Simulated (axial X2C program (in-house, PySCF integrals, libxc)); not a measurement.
## BeSi⁻: one setting changed

All values come from calculations with an in-house all-electron X2C program for linear molecules (integrals from PySCF), spin-free (one-electron X2C) or two-component (2c: spin–orbit coupling with atomic mean-field Coulomb and Gaunt terms, which also bring small scalar terms), in Dyall basis sets with cores contracted in-house; open shells are unrestricted.

Basis sets: Be dyall-av3z, Si dyall-av3z. Frozen shells (counts by l): BeSi⁻ Si 2s1p, Be 1s, 7 electrons correlated. Where the outer core of a metal is frozen, bonds come out longer and ionisation energies lower.

Standard run:

| Hamiltonian | level | state | Re (Å) | ωe (cm⁻¹) | De (eV) |
| --- | --- | --- | --- | --- | --- |
| 2c | HF | Ω = 3/2 | 2.156 | 545.9 | 1.09 |
| 2c | MP2 | Ω = 3/2 | 2.163 | 549.5 | 1.49 |

The run was repeated with the Gaunt term switched off (gaunt = 0, standard 1):

| Hamiltonian | level | state | Re (Å) | ωe (cm⁻¹) | De (eV) |
| --- | --- | --- | --- | --- | --- |
| 2c | HF | Ω = 3/2 | 2.156 | 546.2 | n/a |
| 2c | MP2 | Ω = 3/2 | 2.163 | 548.8 | n/a |

2c De is not given for changed settings.

(1) How far did the change move Re and ωe against the standard run?

Each entry is the lowest single determinant of a limited PBE0 search at one distance. De goes to single-determinant-based atoms at the same level (for ions the charge split of lowest energy) and is withheld (n/a) where an atom does not fit its ground term or J level. Main or longest-lived isotopes. One determinant is a doubtful description, or other states lie close, for BeSi⁻; these need not be ground states, and all values refer to the states named. With several unpaired electrons the Ω given is that of one determinant, not necessarily of the lowest component.

Answers

(1) HF 2c: ΔRe 0.000 Å, Δωe 0.3 cm⁻¹; MP2 2c: ΔRe 0.000 Å, Δωe -0.7 cm⁻¹.
